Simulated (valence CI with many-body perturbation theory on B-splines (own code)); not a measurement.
The numbers below are computed, except where a source is named.
# Ladder of approximations for Yb⁶⁵⁺

Level of theory: relativistic CI+MBPT: three valence electrons over a frozen Dirac-Fock core [He], a basis of 11 s, 11 p, 9 d, 7 f, 5 g, 2 h, 1 i functions for each j, with the one-electron correlation potential Σ1, the two-electron term Σ2, the three-electron term Σ3, Breit, model QED; selected CI, second order for the rest (own B-spline code, finite nucleus).

The last digits are not significant, and no measured levels were compared; by estimate large intervals hold to a few tenths of a per cent, small ones and those within an open d or f shell to about a per cent.

Each rung adds one term. CI alone is the Dirac-Coulomb CI over the frozen core; QED comes last and gives the full result, which names the levels. Energies are above (2s^2 2p1/2) J=1/2 on the same rung, in Ry.

Levels are named by their leading jj configuration (3d3/2^4 stands for four electrons in 3d with j = 3/2), which in mixed levels can hold well under half, so a name can repeat and another be missing. Letters in brackets count levels of one name in rising energy.

```csv
Level,CI alone
(2s 2p1/2^2) J=1/2,18.07
(2s^2 2p3/2) J=3/2,84.59
(2s 2p1/2 2p3/2) J=3/2 [a],97.31
(2s 2p1/2 2p3/2) J=5/2,100.87
(2s 2p1/2 2p3/2) J=1/2,105.14
(2s 2p1/2 2p3/2) J=3/2 [b],105.65
(2p1/2^2 2p3/2) J=3/2,124.35
(2s 2p3/2^2) J=5/2,183.56
(2s 2p3/2^2) J=1/2,190.39
(2s 2p3/2^2) J=3/2,190.91
(2p1/2 2p3/2^2) J=3/2,205.57
(2p1/2 2p3/2^2) J=5/2,207.85
(2p1/2 2p3/2^2) J=1/2,210.94
(2p3/2^3) J=3/2,293.14
(2s^2 3s) J=1/2,687.84
(2s^2 3p1/2) J=1/2,693.92
```

Problem. What do these energies become with core correlation, Breit and QED?

Solution. (2s 2p1/2^2) J=1/2 18.13 (+0.060); (2s^2 2p3/2) J=3/2 83.51 (-1.087); (2s 2p1/2 2p3/2) J=3/2 [a] 96.23 (-1.077); (2s 2p1/2 2p3/2) J=5/2 99.12 (-1.745); (2s 2p1/2 2p3/2) J=1/2 104.07 (-1.065); (2s 2p1/2 2p3/2) J=3/2 [b] 104.22 (-1.435); (2p1/2^2 2p3/2) J=3/2 123.10 (-1.245); (2s 2p3/2^2) J=5/2 181.05 (-2.509); (2s 2p3/2^2) J=1/2 188.54 (-1.853); (2s 2p3/2^2) J=3/2 188.59 (-2.320); (2p1/2 2p3/2^2) J=3/2 203.25 (-2.320); (2p1/2 2p3/2^2) J=5/2 204.90 (-2.954); (2p1/2 2p3/2^2) J=1/2 208.83 (-2.108); (2p3/2^3) J=3/2 289.76 (-3.377); (2s^2 3s) J=1/2 686.43 (-1.413); (2s^2 3p1/2) J=1/2 692.47 (-1.443).

Problem. How does the ionisation energy move along the ladder, and which term matters most?

Solution. CI alone 16593, + Σ1 16594, + Σ2 16594, + Σ3 16594, + Breit 16566, + QED 16566 eV. The largest step is Breit, -27 eV. NIST lists 16570 ± 30 eV (theoretical).
